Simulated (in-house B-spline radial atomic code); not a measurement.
## RPA and G0W0 on CAM-B3LYP: the chlorine ion Cl⁶⁺

Configuration [Ne] 3s1, highest spin, mean-field start CAM-B3LYP. Computed with an all-electron radial atomic-structure program (B-spline basis): all electrons, non-relativistic, point nucleus, each spin shell either full or empty, empty states to l = 9 with an (l + 1/2)⁻⁴ tail; G0W0 by contour deformation at full frequency.

Command:
```bash
python run_gw.py task.json out
```
Settings (radii: box in bohr, nucleus in fm):
```
Z                        17
electrons                11
configuration            [Ne] 3s1
hamiltonian              nr
method                   camb3lyp
lmax                     9
spin_polarised           True
box_radius               9.29
intervals                47
ion_configuration        [He] 2s2 2p6
```

Time taken, with all properties: 2.8 s on 1 thread of Arm Neoverse N1, with other jobs on the host.

Energies (hartree):

| term | value |
| --- | --- |
| mean-field total | -449.36838 |
| Hartree-Fock functional on these orbitals | -448.92451 |
| direct second order | -0.70715 |
| second-order exchange | 0.26436 |
| SOSEX correction | 0.24771 |

Q: What is the RPA correlation energy, and what remains with SOSEX?

A: RPA gives -0.65149 hartree (-1.61 eV per electron); RPA + SOSEX gives -0.40378, and the second-order doubles -0.44279 hartree (no singles). RPA lacks exchange-type terms and so overcorrelates at short range.

Quasi-particle levels (eV):

| level | occupied | mean field | Σx - vxc | Σc | QP weight | G0W0 |
| --- | --- | --- | --- | --- | --- | --- |
| 3s up | yes | -110.53 | -2.92 | ? | ? | ? |
| 2p down | yes | -306.64 | -19.35 | 2.85 | 0.967 | -323.14 |
| 2p up | yes | -307.14 | -19.58 | 2.91 | 0.958 | -323.81 |
| 2s down | yes | -366.93 | -26.92 | 5.16 | 0.875 | -388.69 |
| 3s down | no | -101.08 | 6.75 | -2.30 | 0.962 | -96.63 |

G0W0 = mean field + (Σx - vxc) + Σc, with Σc (partial-wave tail included) taken at the quasi-particle energy. Only the outer levels were computed.

Q: Where does G0W0 put 3s up?

A: At -115.00 eV, with Σc = -1.54 eV and a quasi-particle weight of 0.978. The tabulated removal energy is 114.201 eV (NIST, measured); the calculation leaves out relativity, Breit and QED terms, and what these don't explain is the method's own error.

Q: What does it cost to remove one electron (to [He] 2s2 2p6) by differences of total energies, each species on its own start (correlation terms add to the Hartree-Fock functional)?

A: CAM-B3LYP 114.99 eV, Hartree-Fock functional 113.34 eV, + RPA 114.58 eV, + RPA + SOSEX 113.80 eV, + second order 113.91 eV. Tabulated: 114.201 eV (NIST, measured); the calculation leaves out relativity, Breit and QED terms, and what these don't explain is the method's own error.
